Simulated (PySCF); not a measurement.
C4H5F, SMILES `C(/C=C/F)=C` (C–C–C–C torsion 180°), neutral singlet in the gas phase. 

Z-matrix (Å, degrees):
```
C
C 1 1.3315
F 2 1.3468 1 121.82
H 2 1.0836 1 126.07 3 179.97
H 1 1.0855 2 118.93 4 -179.97
C 1 1.4481 5 118.88 2 179.95
C 6 1.3373 1 124.28 5 -0.07
H 7 1.0825 6 121.43 1 -179.94
H 7 1.0847 8 117.04 6 -179.98
H 6 1.0874 7 119.19 8 0.00
```
Charge 0, spin multiplicity 1.

All levels are single points at this geometry (TPSSh-D3(BJ)/def2-TZVP); Pople sets use spherical d functions. Orbital energies aren't observables, and empty levels follow the basis.

```tsv
level	HOMO (eV)	LUMO (eV)	gap (eV)	dipole (D)	vertical IE, Delta-SCF (eV)
PBE-D3(BJ)/def2-TZVP in PySCF	-5.71	-1.75	3.95	1.05	8.77
TPSSh-D3(BJ)/def2-TZVP in PySCF	-6.11	-1.22	4.89	1.17	8.70
B3LYP/3-21G in PySCF	-6.16	-0.54	5.63	1.11	–
B3LYP/6-31G* in PySCF	-6.14	-0.55	5.59	1.09	8.56
BP86/6-31G* in PySCF	-5.38	-1.39	4.00	0.90	–
HF/3-21G in PySCF	-8.83	3.33	12.16	1.77	–
```
